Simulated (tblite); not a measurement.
C8H6F4.
SMILES with atom numbers: `[CH:1]#[C:2][C:3]1=[C:4]([CH2:5][C:6]([F:7])([F:8])[F:9])[CH2:10][C@H:11]1[F:12]` (hydrogens: H13 on C1; H14, H15 on C5; H16, H17 on C10; H18 on C11)

The geometry is computed with GFN2-xTB (gas phase).

Entries marked ? are missing. Bonds in one row agree within 0.01 Å.

```json
{"coordinate": "C1≡C2", "value": "1.203 Å"}
{"coordinate": "C2–C3", "value": "?"}
{"coordinate": "C3=C4", "value": "1.345 Å"}
{"coordinate": "C4–C5", "value": "1.488 Å"}
{"coordinate": "C5–C6", "value": "1.521 Å"}
{"coordinate": "C6–F7, C6–F8, C6–F9", "value": "?"}
{"coordinate": "C4–C10", "value": "1.507 Å"}
{"coordinate": "C10–C11", "value": "?"}
{"coordinate": "C11–F12", "value": "?"}
{"coordinate": "C3–C11", "value": "1.519 Å"}
{"coordinate": "C1–H13", "value": "1.049 Å"}
{"coordinate": "C5–H14", "value": "1.092 Å"}
{"coordinate": "C5–H15", "value": "1.093 Å"}
{"coordinate": "C10–H16", "value": "1.089 Å"}
{"coordinate": "C10–H17", "value": "1.089 Å"}
{"coordinate": "C11–H18", "value": "1.093 Å"}
{"coordinate": "C1–C2–C3", "value": "?"}
{"coordinate": "C2–C3–C4", "value": "135.8°"}
{"coordinate": "C2–C3–C11", "value": "131.4°"}
{"coordinate": "C4–C3–C11", "value": "92.8°"}
{"coordinate": "C3–C4–C5", "value": "133.9°"}
{"coordinate": "C3–C4–C10", "value": "94.9°"}
{"coordinate": "C5–C4–C10", "value": "131.2°"}
{"coordinate": "C4–C5–C6", "value": "110.5°"}
{"coordinate": "C5–C6–F7", "value": "?"}
{"coordinate": "C5–C6–F8", "value": "?"}
{"coordinate": "F7–C6–F8", "value": "?"}
{"coordinate": "F8–C6–F9", "value": "?"}
{"coordinate": "C4–C10–C11", "value": "85.6°"}
{"coordinate": "C10–C11–F12", "value": "114.7°"}
{"coordinate": "C3–C11–C10", "value": "86.6°"}
{"coordinate": "C3–C11–F12", "value": "116.0°"}
```

Q: Fill in the missing values.

A: 
- C2–C3 = 1.396 Å, drawn single (alkyne carbon to fully substituted alkene carbon); 0.02 Å below the sum of covalent radii, 1.42 Å.
- C6–F7, C6–F8, C6–F9 = 1.341 Å, drawn single (CF3 carbon to fluorine of a CF3 group); 0.01 Å above the sum of covalent radii, 1.33 Å.
- C10–C11 = 1.550 Å, drawn single (allylic carbon to sp3 C–F carbon); 0.03 Å above the sum of covalent radii, 1.52 Å.
- C11–F12 = 1.368 Å, drawn single (sp3 C–F carbon to alkyl fluorine); 0.04 Å above the sum of covalent radii, 1.33 Å.
- C1–C2–C3 = 178.2°, at the alkyne carbon; the outer atoms are 2.598 Å apart.
- C5–C6–F7 = 112.5°, at the CF3 carbon; the outer atoms are 2.381 Å apart.
- C5–C6–F8 = 111.9°, at the CF3 carbon; the outer atoms are 2.374 Å apart.
- F7–C6–F8 = 106.7°, at the CF3 carbon; the outer atoms are 2.151 Å apart.
- F8–C6–F9 = 106.5°, at the CF3 carbon; the outer atoms are 2.149 Å apart.

Radii are Cordero's, carbon taken as 0.76, 0.73 or 0.69 Å for four, three, and two or fewer neighbours.

Its GFN2-xTB frequencies are all real (lowest 18 cm⁻¹). The numbers are those of one conformer (C3–C4–C5–C6 -104°).
